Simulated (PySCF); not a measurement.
C2H3BN2Se.
SMILES with atom numbers: `[N:1]#[C:2][BH2-:3][N+:4]#[C:5][SeH:6]` (hydrogens: H7, H8 on B3; H9 on Se6)

Level of theory: PBE0-D3(BJ)/def2-SVP geometry optimisation, gas phase in PySCF 2.14.0.

Problem. Give the optimised bond lengths and angles.

Solution. 
```tsv
bond	length (Å)	order
N1≡C2	1.160	triple
C2–B3	1.576	single
B3–N4	1.545	single
N4≡C5	1.153	triple
C5–Se6	1.824	single
B3–H7, B3–H8	1.219	single
Se6–H9	1.475	single
```

Bonds in one row agree within 0.01 Å and their mean is given. Orders are formal, as drawn. A selection of angles:
```tsv
angle	degrees
N1–C2–B3	179.4
C2–B3–N4	106.1
C2–B3–H7	112.6
N4–B3–H7	106.1
H7–B3–H8	112.6
B3–N4–C5	179.0
N4–C5–Se6	177.3
C5–Se6–H9	91.6
```

The 6 heavy atoms lie in one plane (0.000 Å rms). Se6 (selenium bonded to C and H) is bent (angle 91.6°). B3 (four-coordinate boron) is tetrahedral (angles from 106.1° to 112.7°).

Point group: Cs (every atom within 0.08 Å of its image). No frequency check.

The run took 37 s wall on Arm Neoverse V1, one thread, no GPU (shared host), and the process peaked at 0.48 GiB of memory. This is the geometry optimisation.
